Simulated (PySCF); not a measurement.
Fractional electron number in Se²⁺ (selenium, charge +2)

The 4p alpha orbital of [Ar] 3d10 4s2 4p2 is emptied in steps (occupation f), with all orbitals relaxed, ending at [Ar] 3d10 4s2 4p1. Computed with PySCF 2.14 in def2-TZVPPD, with no relativity, point nucleus. The exact energy is a straight line in f; departures are measured from the line between the end points of the same method.

| f | UHF (eV) | LDA (eV) | PBE (eV) | PBE0 (eV) | r2SCAN (eV) | LC-wPBE (eV) | BHandHLYP (eV) | wB97X (eV) | BLYP (eV) | B3LYP (eV) |
| --- | --- | --- | --- | --- | --- | --- | --- | --- | --- | --- |
| 1 | 0.000 | 0.000 | 0.000 | 0.000 | 0.000 | 0.000 | 0.000 | 0.000 | 0.000 | 0.000 |
| 0.8 | 0.072 | -0.868 | -0.842 | -0.614 | -0.797 | -0.155 | -0.405 | -0.209 | -0.861 | -0.678 |
| 0.6 | 0.107 | -1.304 | -1.262 | -0.917 | -1.184 | -0.228 | -0.606 | -0.314 | -1.291 | -1.016 |
| 0.4 | 0.106 | -1.304 | -1.258 | -0.913 | -1.167 | -0.223 | -0.605 | -0.315 | -1.290 | -1.014 |
| 0.2 | 0.070 | -0.868 | -0.835 | -0.604 | -0.765 | -0.145 | -0.402 | -0.212 | -0.858 | -0.674 |
| 0 | 0.000 | 0.000 | 0.000 | 0.000 | 0.000 | 0.000 | 0.000 | 0.000 | 0.000 | 0.000 |

```csv
method,E(f=0) − E(f=1) (eV),−ε at f=1 (eV),−ε at f=0.4 (eV)
UHF,30.949,31.403,30.855
LDA,31.718,26.300,32.808
PBE,31.534,26.265,32.604
PBE0,31.593,27.745,32.381
r2SCAN,31.787,26.775,32.853
LC-wPBE,31.705,30.722,31.918
BHandHLYP,31.479,28.945,31.991
wB97X,31.379,30.072,31.633
BLYP,31.379,26.003,32.465
B3LYP,31.588,27.347,32.447
```

Orbital energy along the path (eV):

| f | UHF | LDA | PBE | PBE0 | r2SCAN | LC-wPBE | BHandHLYP | wB97X | BLYP | B3LYP |
| --- | --- | --- | --- | --- | --- | --- | --- | --- | --- | --- |
| 1 | -31.403 | -26.300 | -26.265 | -27.745 | -26.775 | -30.722 | -28.945 | -30.072 | -26.003 | -27.347 |
| 0.8 | -31.215 | -28.456 | -28.379 | -29.301 | -28.831 | -31.136 | -29.963 | -30.596 | -28.150 | -29.047 |
| 0.6 | -31.032 | -30.629 | -30.496 | -30.849 | -30.868 | -31.538 | -30.980 | -31.114 | -30.307 | -30.749 |
| 0.4 | -30.855 | -32.808 | -32.604 | -32.381 | -32.853 | -31.918 | -31.991 | -31.633 | -32.465 | -32.447 |
| 0.2 | -30.684 | -34.982 | -34.686 | -33.882 | -34.726 | -32.269 | -32.992 | -32.163 | -34.610 | -34.129 |
| 0 | -30.517 | -37.129 | -36.723 | -35.339 | -36.479 | -32.571 | -33.983 | -32.715 | -36.719 | -35.782 |

Reference removal energy between the ground levels: 31.697 ± 0.019 eV (measured; NIST Atomic Spectra Database, ionization energies). The calculation has no spin-orbit coupling. UHF lacks correlation.
